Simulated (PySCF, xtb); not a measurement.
WO2, SMILES [O]=[W]=[O] (connectivity only; charge and spin as stated), neutral, multiplicity 3.

Harmonic wavenumbers (cm⁻¹) from GFN2-xTB (xtb 6.7.1) at its own minimum, in rising order: 168, 752, 767.

**Question.** What does PBE-D3(BJ)/def2-TZVP (PySCF) give at its own minimum? (Estimate from the structure and the level; the computed values follow.)

**Answer.** 313, 928, 990. Paired by order, the mean absolute difference is 182 cm⁻¹ and the zero-point energies are 2.4 and 3.2 kcal/mol.
